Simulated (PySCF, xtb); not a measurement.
BCl₂, SMILES [B+](Cl)Cl, charge +1.

Harmonic wavenumbers (cm⁻¹) from GFN2-xTB (xtb) at its own minimum, in rising order: 301, 301, 558, 1372.

Problem. What does PySCF with PBE-D3(BJ)/def2-TZVP give at its own minimum? (The exact figures need the calculation; the answer reports its results.)

Solution. 316, 316, 551, 1454. Paired by order, the mean absolute difference is 30 cm⁻¹ and the zero-point energies are 3.6 and 3.8 kcal/mol.
